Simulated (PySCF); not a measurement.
An unknown is described by computed data only.

Elements present: C, F and H. Monoisotopic mass: 150.0093 u.

- 13C NMR: chemical shifts (computed TMS as zero) by class: 155.5 (4 C), 112.5 (2 C) ppm [GIAO B97-2/pcSseg-2]
- 1H NMR: chemical shifts (computed TMS as zero) by class: 7.12 (2 H) ppm [GIAO B97-2/pcSseg-2]
- Rotational structure: rotational constants A, B, C: 2.296, 1.038, 0.715 GHz [PBE0-D3(BJ)/def2-TZVP]
- Dipole: 0.00 D [B97-2/pcSseg-2]
- NMR, other nuclei: isotropic shieldings of nuclei other than C and H, by class: 320 (4 F) ppm [GIAO B97-2/pcSseg-2]

Electronic properties: PySCF, gas phase, density fitting. Levels stand in brackets. Isolated species at its PBE0-D3(BJ)/def2-TZVP geometry, gas phase. NMR classes are plain means over equivalent atoms (diastereotopic ones count apart unless rotation or inversion swaps them), as if these changed places fast.

Question: Which formula fits the mass and the elements?

Answer: C6H2F4 (calculated 150.0093). No other formula that holds each of these elements comes within 0.0003 u with a fitting electron parity and a possible valence count.

Question: What is the compound? Reason from the data.

Answer: Numbering: `[F:1][c:2]1[cH:3][c:4]([F:5])[c:6]([F:7])[cH:8][c:9]1[F:10]`. Its formula, C6H2F4, gives 4 degrees of unsaturation: 1 ring and 3 π bonds in the structure found (Kekulé form). 6 carbons fall into 2 classes; from least to most shielded: aromatic C–F carbon [C2/C4/C6/C9] (155.5 ppm, 4 C), aromatic CH carbon [C3/C8] (112.5 ppm, 2 C). All hydrogens form one class (7.12 ppm): aromatic hydrogen. The other shieldings belong to: 320 ppm, aryl fluorine [F1/F5/F7/F10]. The vanishing dipole is forced by symmetry. The optimised geometry has point group D2h and is an asymmetric top. Structure: 1,2,4,5-tetrafluorobenzene (`Fc1cc(F)c(F)cc1F`). Computed isomers that give other values at the same levels: `Fc1ccc(F)c(F)c1F` (13C chemical shifts (computed TMS as zero) by class: 157.3 (2 C), 151.0 (2 C), 115.8 (2 C) ppm). The assignments are read from this structure; whether some other isomer fits the data as well wasn't checked.
